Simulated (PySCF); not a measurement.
An unknown shows these calculated signals:

1H NMR (300 MHz, computed): δ 6.78 (br, 2H), 1.39 (m, 1H), 1.29 (m, 1H), 1.16 (m, 1H), 0.64 (m, 1H), 0.54 (m, 1H), 0.47 (m, 1H), 0.33 (m, 1H), 0.06 (m, 1H), 0.01 (m, 1H).

13C{1H} NMR (computed): δ 32.9 (CH), 27.8 (CH), 22.9 (CH2), 17.8 (CH), 8.0 (CH2), 7.1 (CH2).

PySCF calculation with shielding tensors at PBE0/pcSseg-1 (GIAO), structure optimised with PBE0-D3(BJ)/def2-SVP and J: B3LYP/pcJ-1 (spin–dipole term only in couplings to heteroatoms); one conformer, rapidly exchanging positions averaged, non-relativistic Hamiltonian, in vacuum.

Referencing at the same level of theory: 1H and 13C vs TMS.

**Question.** Which of these does the molecule contain: a three-membered ring, an amide, an aldehyde, a tert-butyl group?

**Answer.** 
- A three-membered ring: yes.
- An amide: no.
- An aldehyde: no.
- A tert-butyl group: no.

The data belong to SMILES B[C@@H]1C[C@H]1C1CC1, C6H11B; they needn't prove each group on their own.

Carbon signals by region: 6 below 50 ppm.

Hydrogens on boron are broadened and split by 11B (spin 3/2, 80 %) and 10B (spin 3). A carbon bonded to boron is broadened by the quadrupolar boron nucleus and is often missing from a measured spectrum. Splittings below 1 Hz are ignored in the labels, and close J values are merged. Unscaled 3J(H,H) at this level run about 10 % above measured values. Shifts are as computed. Against solution values, carbons near 30 ppm lie about +2 ppm off and those near 130 ppm about +5 ppm. Of 1313 compounds with measured shifts, 239 miss one by over three times the rms of a fit or turn the order of signals round; such compounds aren't used in these exercises. Vicinal couplings across rotatable single bonds and in flexible rings belong to the one computed conformer; a conformer average would change them.
